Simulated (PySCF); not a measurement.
## Mn (manganese, neutral) across methods

[Ar] 3d7, high-spin 4F determinant (an excited configuration). All numbers are calculated (PySCF 2.14, the non-relativistic Hamiltonian (point nucleus), in aug-cc-pVQZ).

```
 method  E (hartree)  mean ε 3p β (eV)  mean ε 3d α (eV)  mean ε 3d β (eV)  Σ⟨r²⟩ (bohr²)   ⟨S²⟩
 M06-2X    -1150.764           -51.584            -5.727            -2.614          34.14  3.853
    PBE    -1150.604           -45.829            -2.507            -0.832          38.36  3.809
r2SCANh    -1150.779           -47.613            -3.151            -1.041          37.18  3.839
    UHF  -1149.55334           -57.373           -10.959            -2.870          42.61  4.247
   PBE0    -1150.603           -48.528            -3.837            -1.532          36.09  3.823
 r2SCAN    -1150.796           -46.634            -2.599            -0.746          38.10  3.835
    LDA    -1148.482           -45.861            -2.670            -0.819          37.57  3.806
  TPSSh    -1150.848           -47.005            -2.742            -1.060          36.74  3.795
```

⟨S²⟩ = 3.85 against 3.75 shows spin contamination.
